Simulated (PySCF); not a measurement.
XPS shifts beside NMR shieldings

Species: C6H9NSi.
Geometry (PBE0-D3(BJ)/def2-SVP, Å), atoms numbered from 1 in this order:
```xyz
17
C6H9NSi angstrom
N      4.325    0.536   -1.310
C      3.412    0.182   -0.687
Si     1.957   -0.371    0.292
C      0.809   -1.578   -0.525
C      0.272   -0.137   -0.475
C     -0.948    0.154    0.338
C     -2.294    0.239   -0.329
C     -1.642    1.476    0.218
H      2.193   -0.357    1.751
H      0.291   -2.302    0.115
H      1.066   -1.987   -1.508
H      0.286    0.379   -1.444
H     -0.945   -0.293    1.340
H     -2.326    0.114   -1.415
H     -3.162   -0.170    0.195
H     -2.057    1.930    1.121
H     -1.233    2.197   -0.496
```

Binding energies: delta-SCF UKS SCAN, pcX-2 on the ionised atom, pcseg-1 elsewhere, spin-free X2C (PySCF 2.14.0). Shieldings: GIAO CAM-B3LYP/pcSseg-1, non-relativistic, same geometry.

| atom | isotropic shielding (ppm) |
| --- | --- |
| C2 | 55.5 |
| C4 | 180.6 |
| C5 | 164.8 |
| C6 | 168.2 |
| C7 | 173.3 |
| C8 | 175.7 |

Problem. What are the C 1s binding energies of these atoms?

Solution. 
```tsv
atom	environment	C 1s (eV)	isotropic shielding (ppm)
C4	sp3 carbon bound to silicon	290.40	180.6
C5	sp3 carbon bound to silicon	290.58	164.8
C7	three-membered-ring carbon	290.61	173.3
C8	three-membered-ring carbon	290.69	175.7
C6	three-membered-ring carbon	290.92	168.2
C2	cyano carbon	291.46	55.5
```

Problem. Among the listed atoms, is the one with the highest binding energy also the least shielded?

Solution. Yes: C2 has both (291.46 eV, 55.5 ppm).

Over these 6 sites the two quantities correlate at r = -0.92. By binding energy: C4 < C5 ≈ C7 < C8 < C6 < C2. By shielding: C2 < C5 < C6 < C7 < C8 < C4.

Isolated species at its PBE0-D3(BJ)/def2-SVP geometry (one conformer only).
